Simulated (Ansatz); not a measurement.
Relaxation of BFH2O2 (6 atoms, charge 0, multiplicity 1), to a largest force component of 0.02 eV/Å in at most 40 steps.

All numbers below come from RKS BHLYP-D4/def2-SVP (Ansatz 0.2.0).

```xyz
6
Properties=species:S:1:pos:R:3:forces:R:3
B 0.000 0.000 0.000 -0.02 -0.05 -2.13
F 0.000 0.000 1.320 -0.02 -0.04 -0.24
O 1.221 0.000 -0.705 -0.94 -2.31 0.90
H 1.521 -0.952 -0.860 -0.65 2.46 0.29
O -1.221 0.000 -0.705 0.67 -2.41 1.49
H -1.731 -0.847 -0.496 0.96 2.35 -0.31
```

Question: Where does it end, and by what steps?

Answer: The forces met the threshold. After 8 steps the energy has fallen by 1.069 eV; H4 moved furthest, 0.60 Å.

```
step  energy less start (eV)  largest force component (eV/Å)  accepted
   0                  0.0000                           2.462       yes
   1                 -0.2855                           2.630       yes
   2                 -0.3834                           2.665       yes
   3                 -0.7348                           1.027       yes
   4                 -0.9544                           0.606       yes
   5                 -1.0559                           0.608       yes
   6                 -1.0686                           0.067       yes
   7                 -1.0694                           0.030       yes
   8                 -1.0695                           0.007       yes
```

```xyz
6
Properties=species:S:1:pos:R:3
B 0.049 -0.212 0.047
F -0.198 0.142 1.300
O 1.326 -0.267 -0.357
H 1.417 -0.529 -1.270
O -0.972 -0.505 -0.786
H -1.832 -0.429 -0.380
```

Whether the end is a true minimum wasn't checked by a vibrational analysis.

Time of the run: 22 s on 1 thread of Intel(R) Xeon(R) Platinum 8488C (Sapphire Rapids) (shared host), peak memory 0.15 GiB.
